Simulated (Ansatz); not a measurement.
Gas-phase electronic energies from Ansatz, PBE0-D4/def2-TZVP geometries. CBS: MP2 limit from def2 TZ/QZ plus the TZ coupled-cluster correction, frozen cores. Functionals use def2-TZVPP. For Ge, Se outer-core shells are correlated without core-valence functions, which leaves a few kJ/mol of doubt a bond. Scalar relativity is left out up to krypton. One conformer a species, not always the lowest.

Consider the cleavage of the Ge–Si bond: `C=C[SiH](O)[GeH2][OH]` + H₂Se → `[OH][GeH2][SeH]` + `C=C[SiH2]O`.

| level | ΔE (kJ/mol) |
| --- | --- |
| r2SCAN-D4 | -54.3 |
| PBE | -50.0 |

(1) What does CCSD(T)/CBS give? (Estimate.)

Largest T1 diagnostic among the species: 0.012.

Answers

(1) Computed: -53.4 kJ/mol. The listed levels differ from it by -0.9, 3.4 kJ/mol.

From PBE to PBE0 (25 % exact exchange), in def2-TZVPP and without D4, ΔE moves by −4.5 kJ/mol. The D4 term adds +7.0 kJ/mol with B3LYP and +4.2 kJ/mol with PBE0; it sums over pairs of atoms, weighted by their polarisabilities, and B3LYP, whose exchange is more repulsive, gets the larger term. In def2-TZVPP, CCSD(T) changes the Hartree–Fock value by +22.5 kJ/mol (the triples alone add +2.1 kJ/mol) and MP2 by +16.1 kJ/mol.

B3LYP here is the variant with VWN-RPA as its local correlation; programs differ in this.
